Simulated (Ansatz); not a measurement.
A nudged elastic band was laid between two geometries of BClFH2N + H2 (8 atoms, charge 0, multiplicity 1).

Theory: RHF/def2-SVP (Ansatz 0.2.0).

- movable images: 5
- climbing image: yes
- spring: 5.0 eV/Å²
- optimiser: quadratic models (default)
- start path: through a guess of the saddle point
- force threshold: 0.05 eV/Å
- iteration limit: 60
- end points: relaxed

Image 0:

```xyz
8
Properties=species:S:1:pos:R:3
B 0.016 -0.553 0.294
N 0.030 -0.602 1.679
H -0.770 -0.846 2.224
H 0.855 -0.396 2.203
F 1.102 -0.230 -0.378
Cl -1.455 -0.928 -0.632
H -0.533 3.145 0.461
H -0.503 2.863 1.152
```

Image 6:

```xyz
8
Properties=species:S:1:pos:R:3
B -0.115 0.434 0.054
N -0.120 0.318 1.725
H -0.842 -0.313 2.037
H 0.774 -0.046 2.020
F 1.128 -0.011 -0.290
Cl -1.473 -0.725 -0.493
H -0.348 1.584 -0.216
H -0.262 1.213 2.165
```

(1) Which bonds break or form, and what moves?

(2) Give the energies along the band, and the barrier.

(3) What is the geometry of the highest image?

Answers

(1) Bonds broken: H7–H8. Bonds formed: B1–H7, N2–H8. BClFH2N + H2 becomes BClFH4N.

(2) It converged. The highest image is number 4 of 0 to 6, 2.48 eV above the first end and 2.33 eV above the last; the last end lies 0.15 eV above the first. Neighbouring images differ by up to 1.8 eV, so the band resolves the path poorly. A vibrational analysis at the climbing image gives one clearly imaginary mode, 1882i cm⁻¹: a first-order saddle point. The orbitals stay closed-shell, which can raise the energy where a bond breaks towards radicals; this wasn't checked here.

```tsv
image	path coordinate (Å)	energy (eV)	H7–H8 (Å)	B1–H7 (Å)	N2–H8 (Å)
0	0.00	0.00	0.75	3.74	3.55
1	0.68	0.01	0.75	3.16	3.12
2	1.36	0.12	0.74	2.62	2.60
3	2.04	0.76	0.75	2.02	2.00
4	2.72	2.48	1.01	1.41	1.34
5	3.33	0.70	1.69	1.23	1.01
6	3.94	0.15	2.41	1.20	1.01
```

(3) 
```xyz
8
Properties=species:S:1:pos:R:3:forces:R:3
B -0.099 0.247 0.247 0.01 0.00 0.01
N -0.090 0.129 1.787 -0.02 0.00 0.00
H -0.843 -0.370 2.223 0.01 0.00 0.00
H 0.803 -0.081 2.196 0.00 0.00 0.00
F 1.099 0.050 -0.317 0.00 0.00 0.00
Cl -1.548 -0.479 -0.565 -0.01 0.00 -0.01
H -0.312 1.636 0.237 0.00 0.00 0.00
H -0.268 1.321 1.191 0.00 0.00 0.00
```

Time of the run: 79 s on 1 thread of Arm Neoverse V2, with other jobs on the host, peak memory 0.14 GiB.
